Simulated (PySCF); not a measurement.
Working out the ionisation energy of Cl⁺

Cl⁺ [Ne] 3s2 3p4 (3P) → Cl²⁺ [Ne] 3s2 3p3 (4S). Computed with PySCF 2.14 in dyall-av3z (19s12p3d2f, 84 functions), with the spin-free X2C one-electron Hamiltonian (Gaussian nucleus). Frozen: [Ne]; the 26 highest virtual orbitals dropped. Energies in hartree (1 hartree = 27.21139 eV):

```tsv
part	Cl⁺ (lower)	Cl²⁺ (upper)
UHF	-460.471396	-459.641943
MP2 opposite-spin	-0.098246	-0.072047
MP2 same-spin	-0.029075	-0.026030
```

Q: What does Hartree-Fock give?

A: (-459.641943) − (-460.471396) = 0.829453 hartree = 22.571 eV.

Q: What do MP2 and SCS-MP2 (6/5 opposite-spin, 1/3 same-spin) give?

A: The opposite-spin parts differ by 0.713 eV and the same-spin parts by 0.083 eV. MP2: 22.571 + (0.713) + (0.083) = 23.367 eV. SCS-MP2: 22.571 + 1.2 × (0.713) + (0.083)/3 = 23.454 eV.

Measured between the centres of the two terms (NIST): 23.771 eV, so MP2 (valence) is off by -0.404 eV.

What remains against the reference includes basis incompleteness, the frozen core and correlation beyond second order.
